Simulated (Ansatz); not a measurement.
Input and output for Au2F2⁻ (the lowest doublet isomer of a short search).

```yaml
crystal:
  periodic: [false, false, false]
  atoms:
    - {symbol: Au, position_ang: [0.455214, 0.781874, 0.856025]}
    - {symbol: Au, position_ang: [-0.455316, -0.780254, -0.857109]}
    - {symbol: F, position_ang: [0.533494, 1.864233, 2.551721]}
    - {symbol: F, position_ang: [-0.533392, -1.865854, -2.550638]}
basis:
  gaussian: {orbitals: def2-mTZVPP}
total_charge: -1
magnetization: {spin_polarized: true, initial_magnetization: 1}
hamiltonian: {xc: {name: revPBE}}
scf: {omitted_lower_state_checks: [starts]}
output: {forces: true}
```

```sh
$ ansatz run in.yaml --threads 4 --pin off --events-out ev --progress --plain --max-ram 3916MiB
```

Shortened log:

```
Functional definition: revPBE
956 factors; their error is unknown
mean field evaluation 1: about -12825.5529 eV, gradient 2.9e1 eV
mean field evaluation 2: about -12791.3062 eV, gradient 1.0e2 eV
mean field evaluation 4: about -12828.7700 eV, gradient 5.0e0 eV
mean field evaluation 8: about -12828.8428 eV, gradient 9.0e-2 eV
mean field evaluation 16: about -12828.8334 eV, gradient 1.7e-4 eV
mean field -12828.83337163 eV, -471.4509307118 hartree, gradient 5.5e-5 eV, S^2 0.752301; 0 other end points of the search recorded, 0 dependent functions left out
reference -12828.83343267 eV, -471.4509329549 hartree; 29, 28 occupied and 91, 92 virtual orbitals, 956 factors
Total energy: -12828.83343267 eV, -471.4509329549 hartree
Atom 0 at     0.455214     0.781874     0.856025 Å, force     0.229935     0.071557    -0.093534 eV/Å
Atom 1 at    -0.455316    -0.780254    -0.857109 Å, force    -0.229711    -0.070847     0.094420 eV/Å
Atom 2 at     0.533494     1.864233     2.551721 Å, force     0.033576     0.393165     0.609908 eV/Å
Atom 3 at    -0.533392    -1.865854    -2.550638 Å, force    -0.033800    -0.393876    -0.610794 eV/Å
Dipole moment:     0.000019     0.000849    -0.000451 e Å
Checks for a lower state left out: starts
```

Run time 3.1 s (4 threads of Intel Xeon on a shared host).

In the def2 sets Au takes a core potential; there is no spin–orbit coupling. The highest occupied level of an anion often lies above zero with these methods, and sets without diffuse functions describe the outer electron poorly.

The dipole of an ion depends on the origin.
